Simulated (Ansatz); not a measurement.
`C[SiH2]BCl` and `C[SiH2][GaH][Cl]` differ in one element.

Ansatz, PBE0-D4/def2-TZVP geometries, multiplicity 1. Each molecule was computed in one conformer, which needn't be the lowest.

Scalar relativity is left out up to krypton.

```csv
property,`C[SiH2]BCl`
"ideal-gas entropy at 298 K and 1 bar (rigid rotor, harmonic PBE0-D4/def2-TZVP) / J/(mol·K)",345
size of the dipole moment (ωB97M-V/def2-TZVPP) / D,0.57
LUMO energy (PBE0/def2-TZVPP) / eV,-2.12
HOMO energy (B3LYP/def2-TZVPP) / eV,-7.56
HOMO energy (PBE/def2-TZVPP) / eV,-6.50
HOMO–LUMO gap (PBE0/def2-TZVPP) / eV,5.64
```

Give the same properties after the change, and the shifts. (Estimate.)

Computed: 
```tsv
property	`C[SiH2][GaH][Cl]`	shift
ideal-gas entropy at 298 K and 1 bar (rigid rotor, harmonic PBE0-D4/def2-TZVP) / J/(mol·K)	382	37
size of the dipole moment (ωB97M-V/def2-TZVPP) / D	3.19	2.62
LUMO energy (PBE0/def2-TZVPP) / eV	-1.97	0.15
HOMO energy (B3LYP/def2-TZVPP) / eV	-7.35	0.21
HOMO energy (PBE/def2-TZVPP) / eV	-6.42	0.08
HOMO–LUMO gap (PBE0/def2-TZVPP) / eV	5.58	-0.06
```

With PBE0 the HOMO rises by 0.20 eV and the LUMO rises by 0.15 eV, so the gap narrows by about 0.05 eV. PBE moves the HOMO by 0.08 eV and ωB97M-V by 0.33 eV. Dipoles are sizes alone; their direction can turn. Modes under 60 cm⁻¹, often nearly free rotors, make the harmonic entropy too high.

B3LYP here is the variant with VWN-RPA as its local correlation; programs differ in this.
